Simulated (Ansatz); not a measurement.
```xyz
6

O     0.6359   -1.7695   -0.6686
Ta   -0.1698   -0.3245   -0.2413
O     1.1509    0.7786    0.5402
F    -0.8706    0.4534   -1.7939
Cl   -1.8529   -0.8001    1.2542
H     1.1065    1.6622    0.9094
```

The species carries charge 0 and has multiplicity 1. Ta: def2 effective core potential.

(1) List the r2SCAN/def2-TZVPP orbital energies in eV (Ansatz 0.2.0). (An estimate is asked.)

Results:

(1) Ansatz gave: Occupied: -2753.84, -666.69, -516.99, -515.83, -255.24, -193.73, -193.67, -193.65, -74.60, -41.23, -41.08, -40.91, -30.76, -26.74, -23.55, -21.50, -14.04, -12.17, -11.47, -11.41, -10.52, -10.25, -9.87, -9.39, -9.00, -8.80, -8.44, -8.29. Lowest empty: -2.50, -2.09, -0.88, -0.82, -0.44, -0.15, 1.24, 2.67.
